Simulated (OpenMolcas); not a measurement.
Levels of W²⁺ by method

```yaml
Program: OpenMolcas 26.06
Basis: ANO-RCC-VDZP [7s6p4d2f1g]
Scalar_Hamiltonian: DKH2, point nucleus
Active_space: 4 electrons in 9 orbitals (RAS2 5d 6s; RAS3 6p, at most 2 electrons)
State_averaging: 2S+1 = 5 even, 15 roots; 2S+1 = 3 even, 90 roots kept (CI in the orbitals of an earlier block); 2S+1 = 1 even, 89 roots kept (CI in the orbitals of an earlier block); 2S+1 = 5 odd, 60 roots (21 in the spin-orbit step); 2S+1 = 3 odd, 78 roots kept (CI in the orbitals of an earlier block, 5 in the spin-orbit step); 2S+1 = 1 odd, 84 roots kept (CI in the orbitals of an earlier block, 0 in the spin-orbit step)
Spin-orbit_coupling: state interaction with AMFI integrals over the reference wave functions, term energies averaged over their components
```

Methods on the same reference wave functions:
A. RASSCF
B. SS-RASPT2, IPEA 0.25 Eh, imaginary shift 0.1 Eh (closed shells correlated: 5s 5p)
C. MS-RASPT2, IPEA 0.25 Eh, imaginary shift 0.1 Eh (closed shells correlated: 5s 5p)

Energies in eV above 5d4 5D0, the measured ground level; measured values from NIST levels as listed in McCann et al., Mon. Not. R. Astron. Soc. 538, 537 (2025).

```
            Level       A       B       C  Measured
   5d4 5D0 [61 %]  0.0000  0.0000  0.0000    0.0000
          5d4 5D1  0.3213   0.369   0.369    0.2797
          5d4 5D2  0.6425   0.713   0.713    0.5531
          5d4 5D3  0.9085   0.976   0.976    0.7783
          5d4 5D4  1.1147   1.162   1.162    0.9530
       5d3 6s 5F1  1.5316   1.469   1.469    1.3599
   5d4 3P0 [55 %]  1.5511   1.474   1.474          
       5d3 6s 5F2  1.7396   1.675   1.675    1.5408
   5d4 3P1 [75 %]  1.9985   1.885   1.885    1.5970
       5d3 6s 5F3  2.0675   2.013   2.013          
5d4 3F2(1) [67 %]  2.1561   2.025   2.025          
       5d3 6s 5F4  2.4195   2.369   2.369          
   5d4 3H5 [62 %]  2.5205   2.507   2.507          
   5d4 3P2 [66 %]  2.5538   2.398   2.398          
5d3 6s 5F5 [72 %]  2.7461   2.700   2.700          
          5d4 3H6  2.7596   2.768   2.768          
       5d3 6s 5P1  3.2803   3.080   3.080          
   5d4 3D3 [65 %]  3.3639   3.184   3.184          
   5d4 3G5 [65 %]  3.4489   3.391   3.391          
          5d4 3D1  3.6378   3.447   3.447          
       5d3 6s 5P3  3.8689   3.684   3.684          
          5d4 1I6  3.9029   3.882   3.882          
5d3 6s 3G3 [50 %]  4.0212   3.864   3.864          
   5d4 1S0 [51 %]  4.0759   3.796   3.796
```

Deviations, from unrounded energies. A percentage is the sum of absolute deviations over the sum of measured energies, with the sign that they share, or ± where signs differ.

| Against measurement | Levels | A | B | C |
| --- | --- | --- | --- | --- |
| mean absolute deviation (cm-1) | 7 | 1400 | 1400 | 1400 |
| fine structure of the ground term (%) | 4 | +16.5 | +25.6 | +25.6 |
| other terms of the ground configuration (%) | 1 | +25.1 | +18.0 | +18.0 |
| other configurations (%) | 2 | +12.8 | +8.4 | +8.4 |

A, B, C lie about equally close to measurement. The largest miss of B in the table is 5d4 3P1 [75 %], by +2300 cm-1. The ranking rests on the paired levels alone, and a cruder setting can come out closer through cancelling errors.

Between B and C no level of the table moves by more than 5 cm-1.

The two smallest mean deviations differ by little beside CASPT2's spread within terms, so their order carries little weight.

From A to B the spin-free energies of the other terms of 5d4 shown, above 5D, scale by factors of 0.81 to 0.96, as is usual when dynamic correlation screens the repulsion within a d or f shell.

The lowest spin-free term lies below A's lowest term by 0.185 hartree in B, 0.185 hartree in C.

Term energies are means over components that CASPT2 splits; among the terms shown or strongly mixed into the levels shown the widest spread is 480 cm-1 (5d3 6s 5F, C). Some high roots are left out of the spin-orbit mixing, which shifts the levels that they would mix with. Terms from blocks run as CI alone lack orbitals of their own. Configurations are named by rounded mean occupations; where the s occupation lies near a half they are strongly mixed, a name can repeat and a true partner stay unpaired. A single d shell beside an s shell can misplace configurations of different d count against each other. Without dynamic correlation excited terms often stand tens of per cent too high (terms of higher spin than the ground term too low), and those without a measured partner can miss by more than the paired ones (holds for A). Some levels mix across a computed gap that differs much from the measured one, so their mixing is not that of the real levels (holds for B; C). Some terms miss by over 15 % even with CASPT2, which points to a basis or an active space too small for the shells correlated (holds for B; C). Blocks of more than 70 roots (2S+1 = 3 even, 1 even) ran without multistate coupling (holds for C). Computed and measured levels are paired by configuration, term and J; levels that our copy of the source lacks, or whose pairing is in doubt (as where it misses far off the trend of its configuration), stay unpaired and out of the deviations. Levels of configurations outside the active space are missing. The table leaves out levels that lie high or whose names do not pair safely across all columns.

A share in square brackets marks a mixed level and gives the weight of the term that names it, the lowest over the columns. A number in round brackets counts repeated terms of one configuration in the order of the reference energies.
